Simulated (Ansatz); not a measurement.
`[OH][Al]1[CH2][GaH]1` + HCl → `[Cl][Al]1[CH2][GaH]1` + H₂O  (ligand exchange at the Al–O bond)

Isolated molecules relaxed with PBE0-D4/def2-TZVP in Ansatz; ΔE leaves out vibrations. CCSD(T)/CBS is the MP2 limit (def2-TZVPP, def2-QZVPP) plus CCSD(T) − MP2 in def2-TZVPP, frozen cores. This one scheme is used for every species. Functionals use def2-TZVPP. B3LYP here is the variant with VWN-RPA as its local correlation; programs differ in this. HSE06 is defined as in plane-wave codes. For Ga outer-core shells are correlated without core-valence functions, which leaves a few kJ/mol of doubt a bond. Scalar relativity is left out up to krypton. One conformer a species, not always the lowest.

```json
{"level": "B3LYP-D4", "ΔE (kcal/mol)": "-6.6", "difference from CCSD(T)/CBS": "1.2"}
{"level": "HSE06-D4", "ΔE (kcal/mol)": "-8.5", "difference from CCSD(T)/CBS": "-0.7"}
{"level": "r2SCAN0", "ΔE (kcal/mol)": "-7.8", "difference from CCSD(T)/CBS": "0.0"}
{"level": "BHLYP", "ΔE (kcal/mol)": "-6.9", "difference from CCSD(T)/CBS": "0.9"}
{"level": "MP2/def2-SVP", "ΔE (kcal/mol)": "-6.6", "difference from CCSD(T)/CBS": "1.2"}
{"level": "CCSD(T)/def2-SVP", "ΔE (kcal/mol)": "-6.6", "difference from CCSD(T)/CBS": "1.2"}
{"level": "CCSD/def2-TZVPP", "ΔE (kcal/mol)": "-6.7", "difference from CCSD(T)/CBS": "1.1"}
{"level": "HF/def2-QZVPP", "ΔE (kcal/mol)": "-7.9", "difference from CCSD(T)/CBS": "-0.1"}
{"level": "MP2/def2-QZVPP", "ΔE (kcal/mol)": "-7.7", "difference from CCSD(T)/CBS": "0.1"}
{"level": "MP2/CBS(def2)", "ΔE (kcal/mol)": "-8.2", "difference from CCSD(T)/CBS": "-0.4"}
{"level": "CCSD(T)/CBS", "ΔE (kcal/mol)": "-7.8", "difference from CCSD(T)/CBS": "0"}
```

Task: What do rigid-rotor, harmonic-oscillator terms from PBE0-D4/def2-TZVP frequencies (298.15 K, 1 bar) make of the CCSD(T)/CBS value? (An estimate is asked.)

Result: Computed: ΔZPE = +1.7 kcal/mol, ΔH = -5.9 kcal/mol, ΔS = 8 J/(mol·K), ΔG = -6.5 kcal/mol.

Largest T1 diagnostic among the species: 0.015.

From BLYP to BHLYP (50 % exact exchange), in def2-TZVPP and without D4, ΔE moves by −1.4 kcal/mol. In def2-TZVPP, CCSD(T) changes the Hartree–Fock value by +1.3 kcal/mol (the triples alone add −0.1 kcal/mol) and MP2 by +0.9 kcal/mol. At CCSD(T), def2-SVP lies +1.2 kcal/mol from the extrapolated value and def2-TZVPP +1.0 kcal/mol.
